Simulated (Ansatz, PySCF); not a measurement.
Gas-phase reaction (SMILES): CN(C)[SiH3] + 3 [H][H] (H2) → 2 C (CH4) + N (NH3) + [SiH4] (SiH4); energy of full hydrogenation.

Structures are relaxed separately at B3LYP-D3(BJ)/def2-TZVP in Ansatz (a quantum-chemistry and plane-wave program). Correlated levels leave the core frozen unless marked. No spin-orbit coupling. Non-relativistic. CBS(X,Y): correlation extrapolated as X^-3; Hartree-Fock from the larger set. [CCSD(T)-MP2]/basis is that difference in the basis named. Thermal terms are rigid-rotor harmonic-oscillator values from B3LYP-D3(BJ) frequencies (PySCF) at 298.15 K and 1 atm. 1 Eh = 627.5095 kcal/mol.

```tsv
species	E, RI-MP2/CBS(cc-pV(T+d)Z,cc-pV(Q+d)Z)+[CCSD(T)-MP2]/cc-pV(T+d)Z (Ansatz) (Eh)	E, B3LYP-D3(BJ)/def2-TZVPD (Ansatz + dftd3) (Eh)	H - E (Eh)	G - E (Eh)
CN(C)[SiH3]	-425.29522	-425.98005	0.11456	0.07740
[H][H] (H2)	-1.17529	-1.17983	0.01336	-0.00144
C (CH4)	-40.46125	-40.53958	0.04840	0.02728
N (NH3)	-56.50668	-56.58902	0.03799	0.01614
[SiH4] (SiH4)	-291.46100	-291.91976	0.03520	0.01198
```

Q: Work out ΔE and ΔH, ΔG, ΔS and the equilibrium constant at 298.15 K at the first level, then ΔH at the second.

A: 
1. ΔE = [2×(-40.46125) + (-56.50668) + (-291.46100)] - [(-425.29522) + 3×(-1.17529)] = -0.06909 Eh = -43.4 kcal/mol at RI-MP2/CBS(cc-pV(T+d)Z,cc-pV(Q+d)Z)+[CCSD(T)-MP2]/cc-pV(T+d)Z.
2. The terms H - E add up to 0.01535 Eh, so ΔH = (-0.06909 + (0.01535))×627.5095 = -33.7 kcal/mol.
3. The terms G - E add up to 0.00960 Eh, so ΔG = -37.3 kcal/mol, and ΔS = (0.01535 - (0.00960))×627509.5/298.15 = 12.1 cal/(mol K).
4. log10 K = -ΔG/(RT ln 10) = 27.3, with RT ln 10 = 1.3642 kcal/mol.
5. At B3LYP-D3(BJ)/def2-TZVPD the same steps give ΔE = -42.9 and ΔH = -33.3 kcal/mol, a shift of +0.4 from the first level.
6. These values are not checked against measurement here, since the tables used lack a sound gas-phase enthalpy of formation for at least one species.
